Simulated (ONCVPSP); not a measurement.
## Re: excitation energies, all-electron against ONCV

ONCVPSP 4.0.1 input, shortened (lines: element, Z, core and valence counts, functional; n l f; lmax; l rc ep ncon nbas qcut; lloc lpopt rc5 dvloc0; l nproj debl; icmod fcfact rcfact), Wu-Cohen, fully relativistic:

```
  Re 75.00   10    3  -118130      upf
    1    0    2.00
    2    0    2.00
    2    1    6.00
    3    0    2.00
    3    1    6.00
    3    2   10.00
    4    0    2.00
    4    1    6.00
    4    2   10.00
    4    3   14.00
    5    0    2.00
    5    1    6.00
    5    2    4.00
    2
    0    1.80    0.00    3    8    7.50
    1    1.85    0.00    3    6    7.80
    2    2.50    0.00    4    8    6.90
    4    5    1.45    0.00
    0    2    0.90
    1    1    3.80
    2    2    2.60
    3    6.00    1.55
```

Open shells are filled in proportion to 2j + 1.

In the s channel the program set the typed energies aside and used -4.220, 0.050 Ha.

Energies are relative to the spin-unpolarised reference configuration 5s2 5p6 5d4; without spin polarisation the order of configurations can differ from experiment.

| valence configuration | charge | ΔE all-electron (eV) | error AE − PS (meV) |
| --- | --- | --- | --- |
| 5s2 5p6 5d5 6s1 | +1 | -43.510 | +13 |
| 5s2 5p6 5d4 6s2 | +1 | -42.817 | +6.6 |

What are ΔE and the potential's error for 5s2 5p6 5d5 6s2?

ΔE = -52.826 eV all-electron; the error (AE − PS) is +19 meV.

What are ΔE and the potential's error for 5s2 5p6 5d5?

ΔE = -27.156 eV all-electron; the error (AE − PS) is -0.4 meV.

Levels in the configuration 5s2 5p6 5d4 6s2:

```
   level  all-electron (eV)  pseudo (eV)
5s j=1/2            -95.713      -95.587
5p j=3/2            -54.383      -54.356
5p j=1/2            -65.508      -65.451
5d j=5/2            -14.508      -14.527
5d j=3/2            -15.507      -15.525
6s j=1/2            -13.754      -13.754
```

Note: ghosts flagged at negative energy: d5/2 at -1193.1 eV; GHOST(+) flagged for s at 175.4 eV. A true bound ghost makes a file unfit for plane-wave use.
